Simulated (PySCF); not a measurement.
# Bonding in `C1CCC([SiH]2NCCN2)C1`

Species: C7H16N2Si.
Atom-mapped SMILES: `[CH2:1]1[CH2:2][CH2:3][CH:4]([SiH:5]2[NH:6][CH2:7][CH2:8][NH:9]2)[CH2:10]1` (hydrogens: H11, H12 on C1; H13, H14 on C2; H15, H16 on C3; H17 on C4; H18 on Si5; H19 on N6; H20, H21 on C7; H22, H23 on C8; H24 on N9; H25, H26 on C10)

Cartesian coordinates in Å at the PBE0-D3(BJ)/def2-SVP level; atoms count from 1:
```xyz
26
C7H16N2Si angstrom
C     -2.743   -1.131   -0.325
C     -2.766    0.405   -0.159
C     -1.335    0.881   -0.468
C     -0.449   -0.341   -0.200
Si     1.270   -0.234   -0.952
N      2.333   -1.525   -0.463
C      3.632   -1.000   -0.079
C      3.373    0.387    0.509
N      2.335    0.984   -0.313
C     -1.309   -1.484   -0.751
H     -2.980   -1.621    0.633
H     -3.489   -1.489   -1.050
H     -3.040    0.675    0.873
H     -3.507    0.889   -0.814
H     -1.042    1.766    0.119
H     -1.258    1.165   -1.534
H     -0.326   -0.475    0.891
H      1.048   -0.095   -2.435
H      2.348   -2.434   -0.908
H      4.327   -0.906   -0.939
H      4.126   -1.643    0.671
H      4.303    0.984    0.493
H      3.071    0.282    1.572
H      2.047    1.919   -0.053
H     -1.239   -1.499   -1.854
H     -0.986   -2.475   -0.396
```

Bond orders from the PBE0/pcSseg-1 density (PySCF). Isolated species at its PBE0-D3(BJ)/def2-SVP geometry (one conformer only).

Where do the orders between heavy atoms depart from those drawn in the SMILES?

The largest departure is 0.172, at C4–Si5 (drawn single, 0.828). Drawn single, order below 0.88: C4–Si5 (0.828).

Give the Mayer order of every bond between heavy atoms, beside its length.

| bond | drawn as | length (Å) | Mayer order |
| --- | --- | --- | --- |
| C1–C2 | single | 1.546 | 1.024 |
| C2–C3 | single | 1.539 | 1.035 |
| C3–C4 | single | 1.534 | 1.011 |
| C4–Si5 | single | 1.879 | 0.828 |
| Si5–N6 | single | 1.742 | 0.950 |
| N6–C7 | single | 1.453 | 0.973 |
| C7–C8 | single | 1.529 | 1.042 |
| C8–N9 | single | 1.452 | 0.972 |
| C4–C10 | single | 1.533 | 1.012 |
| C10–C1 | single | 1.537 | 1.036 |
| N9–Si5 | single | 1.740 | 0.975 |

By pair of heavy elements: C–C: lowest C3–C4 and C4–C10 (1.011, 1.534 Å), highest C7–C8 (1.042, 1.529 Å); in 4 of the 15 pairs the longer bond (by over 0.003 Å) has the higher order (by 0.02 or more). N–Si: lowest Si5–N6 (0.950, 1.742 Å), highest N9–Si5 (0.975, 1.740 Å). C–N: all 2 within 0.02 of one another (0.972 to 0.973). Bonds named together lie within 0.004.

And the bonds to hydrogen?

C–H: 0.93 to 0.96 (13 bonds); H–Si: 0.90 (1 bond); H–N: 0.93 (2 bonds).

Sum the orders of all bonds at each heavy atom with more than one neighbour and set the sums beside the valence in the SMILES.

C1 3.975 (drawn 4), C2 3.974 (drawn 4), C3 3.946 (drawn 4), C4 3.777 (drawn 4), Si5 3.657 (drawn 4), N6 2.854 (drawn 3), C7 3.911 (drawn 4), C8 3.909 (drawn 4), N9 2.878 (drawn 3), C10 3.949 (drawn 4). Orders between atoms that aren't bonded are not in these sums.

For a closed shell the Mayer order of atoms A and B is Σ (PS)μν (PS)νμ over the basis functions μ on A and ν on B, with P the density and S the overlap matrix.
